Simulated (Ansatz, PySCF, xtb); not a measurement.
Pair of molecules: HCl (SMILES Cl) (first 2 atoms) with C2H6O (SMILES COC); geometry from B3LYP-D3(BJ)/def2-TZVP, rigid monomers moved along the line of their centres of mass till H2···O4 is 3.09 Å.
(charge 0, multiplicity 1):
```xyz
11

Cl    -0.1740    -0.0281     0.4686
H     -0.2030     0.2287     1.7614
C     -1.0414    -0.5331     5.4077
O     -0.1252     0.3961     4.8465
C      1.2049     0.2157     5.3116
H     -1.0899    -0.4144     6.4946
H     -0.7524    -1.5623     5.1697
H     -2.0172    -0.3225     4.9754
H      1.2559     0.3670     6.3943
H      1.8231     0.9581     4.8115
H      1.5730    -0.7871     5.0697
```

Counterpoise-corrected where a basis set is named; no monomer relaxation. Rows marked so take none.

Rows in STO-3G carry no dispersion term and start afresh at each structure.

The values were computed with Ansatz (a program for electronic structure); PySCF for STO-3G rows, the dispersion terms; xtb for the GFN methods. 

Q: One of these levels gives -74.5 meV for the interaction energy. Name it.
A. GFN1-xTB
B. HF/STO-3G (no counterpoise)
C. PBE0-D3(BJ)/def2-TZVPPD

A: A, GFN1-xTB. The others give -59.0 (HF/STO-3G (no counterpoise)), -100.0 (PBE0-D3(BJ)/def2-TZVPPD)
